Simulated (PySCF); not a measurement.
C₄H₁₃BO₃Si, SMILES COB(O)O[Si](C)(C)C at its GFN2-xTB optimised geometry (Å):

```
22

B     -0.7974    -2.4266     2.1112
O     -0.1419    -3.5208     1.6320
H     -0.1958    -4.2744     2.2199
O     -1.4165    -2.5513     3.3201
C     -2.1278    -1.4929     3.9237
H     -3.1617    -1.8111     4.0748
H     -1.6713    -1.2753     4.8919
H     -2.1055    -0.5998     3.2975
O     -0.8249    -1.2802     1.4122
Si    -0.2648    -0.6661     0.0000
C     -0.9353    -1.6785    -1.4700
C     -0.9613     1.1078     0.0000
C      1.6421    -0.6661     0.0000
H     -0.5841    -1.2932    -2.4220
H     -2.0218    -1.6711    -1.4934
H     -0.6187    -2.7146    -1.3919
H     -2.0468     1.1138     0.0319
H     -0.6570     1.6356    -0.8976
H     -0.6065     1.6792     0.8526
H      2.0222    -1.6792     0.0957
H      2.0382    -0.0898     0.8318
H      2.0468    -0.2434    -0.9141
```

Computed with PySCF with CAM-B3LYP/def2-SVP. Cells within 0.4 Å of a nucleus heavier than hydrogen are left out (blank, or x).

Map of the deformation density (molecule minus spherical neutral atoms) (e/bohr³) on the plane z = 1.5 Å:

```
|222222222222222222222222222|
|222222222222222222222222222|
|222222222222222222222222222|
|222222222222222222222222222|
|222222222222222222222222222|
|222222222221222222222222222|
|222222222111112222222222222|
|222222221111111222222222222|
|222222211111111222222222222|
|222222211111111222222222222|
|222222211111111122222222222|
|222222211111111111111122222|
|222222211111111111111122222|
|222222211111111111111112222|
|222222222222111111111112222|
|222222222344311111111122222|
|2222222225xx521111111122222|
|2222222224xx521111111122222|
|222222111489511111111222222|
|222222111256201111112222222|
|222222110001001112222222222|
|222222110002311222222222222|
|222222111126434322222222222|
|222222211126xx9322222222222|
|222222221123xx4222222222222|
|222222221112321122222222222|
|222222222111111112222222222|
```
Scale: ten equal steps from -0.016 (start of '0') to 0.056 (end of '9'), in the order '0123456789'; x runs from -4.50 to 4.50, y from -4.50 (bottom) to 4.50 (top).
